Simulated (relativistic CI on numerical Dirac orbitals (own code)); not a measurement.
What each ingredient does to the levels of Nd XVI

Base calculation: Dirac-Coulomb-Breit CI, orbitals from a KLI potential per configuration, model QED, unscaled Slater integrals.

Configurations in the expansion (outside the closed core [Ar] 3d10): 4s2 4p6 4d9, 4s2 4p5 4d10, 4s2 4p6 4d8 4f, 4s 4p6 4d10, 4s2 4p6 4d8 5s, 4s2 4p5 4d9 4f, 4s2 4p6 4d8 5p, 4s 4p6 4d9 4f, 4s2 4p6 4d7 4f 5s, 4s2 4p6 4d8 5d, 4s2 4p6 4d7 5s 5p, 4s2 4p5 4d9 5s, 4s2 4p6 4d8 5f, 4s2 4p6 4d8 6s, 4s2 4p6 4d7 5s2, 4s2 4p6 4d6 4f 5s2, 4s2 4p5 4d7 4f 5s2, 4s2 4p6 4d6 5s2 5p. Double excitations out of closed p, d and f shells are left out; levels of such configurations are missing from the list, as are those of other unlisted configurations, and high levels can miss mixing partners.

Variants: (1) configuration mixing switched off; (2) only the first 3 configurations. Shifts of the energy above 4s2 4p6 4d9 2D_5/2, in cm⁻¹, for the lowest level and the first level of each name with at least 55 % of one term (blank where a level changes its place among those of its configuration and J or its character, or is not in the variant):

```tsv
Level	Base	Δ(1)	Δ(2)
4s2 4p6 4d9 2D_5/2	0	0	0
4s2 4p6 4d9 2D_3/2	36019	-340	-340
4s2 4p5 4d10 2P°_3/2	880531	+88786	-3767
4s2 4p6 4d8 4f 4F°_7/2	961822	-10567	-10567
4s2 4p6 4d8 4f 4F°_9/2	967268	-10672	-10672
4s2 4p6 4d8 4f 2P°_1/2	973358	-3091	-9879
4s2 4p6 4d8 4f 4D°_7/2	981141	-10051	-10051
4s2 4p6 4d8 4f 4I°_15/2	981226	-10892	-10892
4s2 4p6 4d8 4f 4F°_3/2	985208	-11276	-10611
4s2 4p6 4d8 4f 4D°_1/2	994618	-1296	-9417
4s2 4p6 4d8 4f 4P°_1/2	1009849	-10255	-10385
4s2 4p6 4d8 4f 4G°_7/2	1011728	-10586	-10586
4s2 4p6 4d8 4f 2P°_3/2	1012061		-10487
4s2 4p6 4d8 4f 2S°_1/2	1013049	+1916	-10179
4s2 4p6 4d8 4f 2K°_13/2	1035156	-10869	-10869
4s2 4p6 4d8 4f 2K°_15/2	1038137	-10874	-10874
```

At this charge energies of transitions that change n are usually good to better than 1 %, and those within a shell (Δn = 0) to a few per cent. Levels and lines within the n = 5 or 6 shells can be off by up to 10 % or somewhat more, and those that change n by about 2 %, since core polarisation is missing.

Ionisation energy from the two ground configurations alone: base 419.715 eV. The NIST ASD value (theoretical) is 420 eV.

LS names give the leading component of a level, which can be under half, so a name can repeat, a term be missing and a line seem to break the LS rules.
